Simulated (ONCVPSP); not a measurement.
Building the ONCV potential for Pm (Z = 61) (revPBE, scalar-relativistic).

* Element: promethium
* Generator: ONCVPSP 4.0.1
* Type: optimised norm-conserving Vanderbilt (ONCV)
* Functional: revPBE
* Relativity: scalar-relativistic
* Frozen core: [Kr] 4d10
* Valence charge: 15
* Reference configuration: 4f4 5s2 5p6 (charge +3)
* Partial waves: 5s: rc 1.60 bohr, ncon 3, nbas 8, qcut 4.9 1/bohr, 2 projectors, debl 1.6 Ha; 5p: rc 1.90 bohr, ncon 5, nbas 9, qcut 3.5 1/bohr, 2 projectors, debl 2.5 Ha; d scattering state at 0.03 Ha: rc 1.90 bohr, ncon 3, nbas 8, qcut 5.6 1/bohr, 2 projectors, debl 2 Ha; 4f: rc 1.60 bohr, ncon 3, nbas 8, qcut 12 1/bohr, 2 projectors, debl 2.7 Ha
* Local potential: polynomial inside 1.50 bohr (lpopt 5, dvloc0 4 Ha)
* Core correction: none

In the s channel the program set the typed energies aside and used -2.544, 0.250 Ha. In the d channel the program set the typed energies aside and used 0.050, 2.050 Ha.

(1) Estimate the cutoffs (Ha) at which the residual kinetic energy of the hardest occupied pseudo-wave falls to 1 and 0.1 mHa per electron.

(2) What does a ghost test show?

## Answers

(1) 57 Ha and 75 Ha.

(2) No bound ghost flagged; GHOST(+) flagged for s at 149.3 eV.

Its largest configuration-test error is +180 meV (4f5 5s2 5p6). 3 of 4 tests not solved or not reliable. Not counted: 4f6 5s2 5p6 (all-electron energy unsafe for a near-neutral lanthanide with less than one 5d electron, printed error -238 meV).
